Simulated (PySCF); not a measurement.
C4H8O. Atoms are numbered in the order given.

```xyz
13

C     -0.7260    -0.2321     0.9865
C      0.7260     0.2321     0.9865
C      1.1529    -0.1342    -0.4299
O      0.0000     0.0000    -1.2351
C     -1.1529     0.1342    -0.4299
H     -1.3455     0.2427     1.7611
H     -0.7773    -1.3234     1.1340
H      1.3455    -0.2427     1.7611
H      0.7773     1.3234     1.1340
H      1.9508     0.5174    -0.8230
H      1.5242    -1.1772    -0.4719
H     -1.5242     1.1772    -0.4719
H     -1.9508    -0.5174    -0.8230
```
Charge 0, spin multiplicity 1.

Geometry optimised at PBE0-D3(BJ)/def2-SVP. One conformer was computed; it need not be the lowest.

Calculation: PBE0/pcSseg-1 (PySCF).

GIAO shieldings, no solvent; atoms listed in one row are averaged. δ = σ(ref) − σ: ¹³C against TMS (σ = 186.3 ppm); ¹⁷O against H2O (σ = 334.2 ppm); ¹H against TMS (σ = 31.56 ppm), references at their B3LYP-D3(BJ)/def2-TZVP geometries, non-relativistic.

| nucleus | atoms | count | δ (ppm) |
|---|---|---|---|
| ¹³C | C3, C5 | 2 | 71.7 |
| ¹³C | C1, C2 | 2 | 31.0 |
| ¹⁷O | O4 | 1 | 38.1 |
| ¹H | H10, H13 | 2 | 4.25 |
| ¹H | H12, H11 | 2 | 3.85 |
| ¹H | H6, H7, H8, H9 | 4 | 1.92 |
